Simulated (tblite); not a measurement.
Compound: C5H14OSSi.
SMILES with atom numbers: `[CH3:1][O:2][Si@H:3]([SH:4])[CH2:5][CH:6]([CH3:7])[CH3:8]` (hydrogens: H9, H10, H11 on C1; H12 on Si3; H13 on S4; H14, H15 on C5; H16 on C6; H17, H18, H19 on C7; H20, H21, H22 on C8)

The geometry is computed with GFN2-xTB (gas phase).

Give the optimised bond lengths and angles.

| bond | length (Å) | order |
| --- | --- | --- |
| C1–O2 | 1.397 | single |
| O2–Si3 | 1.626 | single |
| Si3–S4 | 2.143 | single |
| Si3–C5 | 1.900 | single |
| C5–C6 | 1.532 | single |
| C6–C7 | 1.527 | single |
| C6–C8 | 1.525 | single |
| C1–H9, C1–H10, C1–H11 | 1.091 | single |
| Si3–H12 | 1.465 | single |
| S4–H13 | 1.321 | single |
| C5–H14 | 1.095 | single |
| C5–H15 | 1.093 | single |
| C6–H16 | 1.095 | single |
| C7–H17, C7–H18, C7–H19 | 1.088 | single |
| C8–H20, C8–H21, C8–H22 | 1.088 | single |

Bonds in one row agree within 0.01 Å and their mean is given. Orders are formal, as drawn. A selection of angles:
| angle | degrees |
| --- | --- |
| O2–C1–H9 | 107.8 |
| O2–C1–H10 | 110.9 |
| H9–C1–H10 | 109.4 |
| C1–O2–Si3 | 127.1 |
| O2–Si3–S4 | 101.1 |
| O2–Si3–C5 | 113.8 |
| O2–Si3–H12 | 109.8 |
| S4–Si3–C5 | 109.1 |
| S4–Si3–H12 | 109.4 |
| C5–Si3–H12 | 113.0 |
| Si3–S4–H13 | 96.1 |
| Si3–C5–C6 | 114.6 |
| Si3–C5–H14 | 108.3 |
| Si3–C5–H15 | 110.3 |
| C6–C5–H14 | 108.2 |
| C6–C5–H15 | 108.7 |
| H14–C5–H15 | 106.4 |
| C5–C6–C7 | 110.4 |
| C5–C6–C8 | 111.1 |
| C5–C6–H16 | 108.3 |
| C7–C6–C8 | 110.1 |
| C7–C6–H16 | 108.5 |
| C8–C6–H16 | 108.3 |
| C6–C7–H17 | 110.5 |
| C6–C7–H19 | 110.8 |
| H17–C7–H18 | 108.4 |
| C6–C8–H20 | 110.4 |
| C6–C8–H21 | 110.7 |
| H20–C8–H21 | 108.3 |
| H21–C8–H22 | 108.7 |

Dihedral angles: C1–O2–Si3–S4 -178° (antiperiplanar); O2–Si3–C5–C6 155° (antiperiplanar); Si3–C5–C6–C7 -172° (antiperiplanar); H13–S4–Si3–O2 18° (synperiplanar).

S4 (sulfur bonded to Si and H) is bent (angle 96.1°). Si3 (oxygen-bound silicon) is distorted tetrahedral (angles from 101.1° to 113.8°). Of the pairs four or more bonds apart, Si3···H21 is among the closest relative to their van der Waals radii: 2.93 Å, 89 % of the sum of Bondi's values.

Point group: C1 (no symmetry element, even within 0.4 Å). Its GFN2-xTB frequencies are all real (lowest 29 cm⁻¹). The numbers are those of one conformer (C1–O2–Si3–S4 -178°, O2–Si3–S4–H 18°, O2–Si3–C5–C6 155°, Si3–C5–C6–C7 -172°). 3 starts were optimised and ended at 0.00, 0.35 and 1.06 kcal/mol (GFN2-xTB); the lowest of these is shown.
